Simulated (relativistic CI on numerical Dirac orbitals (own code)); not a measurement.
What each ingredient does to the levels of Lu XXI

Base calculation: Dirac-Coulomb-Breit CI, orbitals from a KLI potential per configuration, model QED, unscaled Slater integrals.

Configuration list (outside the closed core [Ar] 3d10): 4s2.4p6.4d10.4f5, 4s2.4p6.4d10.4f4.5s, 4s2.4p6.4d10.4f3.5s2, 4s2.4p6.4d10.4f4.5p, 4s2.4p6.4d10.4f3.5s.5p, 4s2.4p6.4d9.4f6, 4s2.4p6.4d10.4f3.5p2, 4s2.4p6.4d10.4f3.5s.5d, 4s2.4p6.4d10.4f4.5d, 4s2.4p5.4d10.4f6, 4s2.4p6.4d10.4f4.6s, 4s2.4p6.4d10.4f4.6p, 4s2.4p6.4d10.4f4.7s, 4p6.4d10.4f7. Levels of other configurations are missing.

Variants: (1) Breit term removed; (2) one mean potential for all configurations. Shifts of the energy above 4s2.4p6.4d10.4f5 6H°_5/2, in cm⁻¹, for the lowest level and the first level of each name with at least 55 % of one term (blank where a level changes its place among those of its configuration and J or its character, or is not in the variant):

```tsv
Level	Base	Δ(1)	Δ(2)
4s2.4p6.4d10.4f5 6H°_5/2	0.0	0.0	0.0
4s2.4p6.4d10.4f5 6H°_7/2	5797.1	+633.5	-217.3
4s2.4p6.4d10.4f5 6H°_9/2	11686.7	+1263.0	-384.8
4s2.4p6.4d10.4f5 6H°_11/2	17344.0	+1847.0	-496.0
4s2.4p6.4d10.4f5 6F°_1/2	18704.0	+614.0	-101.7
4s2.4p6.4d10.4f5 6F°_3/2	18833.7	+522.1	-37.1
4s2.4p6.4d10.4f5 6F°_5/2	19872.7	+475.2	+38.5
4s2.4p6.4d10.4f5 6H°_13/2	22639.2	+2388.0	-557.5
4s2.4p6.4d10.4f5 6F°_7/2	24732.3	+1072.6	-167.5
4s2.4p6.4d10.4f5 6H°_15/2	27321.0	+2831.5	-547.6
4s2.4p6.4d10.4f5 6F°_9/2	30575.4	+1694.6	-333.1
4s2.4p6.4d10.4f5 6F°_11/2	36567.6	+2270.3	-449.3
4s2.4p6.4d10.4f5 4M°_15/2	44456.6	+1581.4	+448.9
4s2.4p6.4d10.4f5 4F°_3/2	45216.9	+669.3	+247.4
4s2.4p6.4d10.4f5 4I°_9/2	49814.5	+1086.4	+317.4
4s2.4p6.4d10.4f5 4M°_17/2	54022.1	+2549.5	+184.1
4s2.4p6.4d10.4f5 4G°_9/2	59994.2	+1724.3	+118.8
4s2.4p6.4d10.4f5 4M°_19/2	60655.4	+3415.6	+46.5
4s2.4p6.4d10.4f5 4F°_5/2	60875.2	+1441.2	+60.0
4s2.4p6.4d10.4f5 2P°_1/2	61172.3	+455.0	+601.7
4s2.4p6.4d10.4f5 4M°_21/2	64823.8	+4050.4	+25.6
4s2.4p6.4d10.4f5 4D°_3/2	73028.5	+1464.0	+152.7
```

At this charge energies of transitions that change n are usually good to better than 1 %, and those within a shell (Δn = 0) to a few per cent. Terms inside the open d or f shell come out 10 to 20 % too wide with unscaled integrals.

Ionisation energy from the two ground configurations alone: base 533.566 eV. The NIST ASD value (theoretical) is 560 eV. The gap of more than 2 % comes from missing correlation, or from a tabulated value that is itself an estimate.

LS names give the leading component of a level, which can be under half, so a name can repeat, a term be missing and a line seem to break the LS rules.
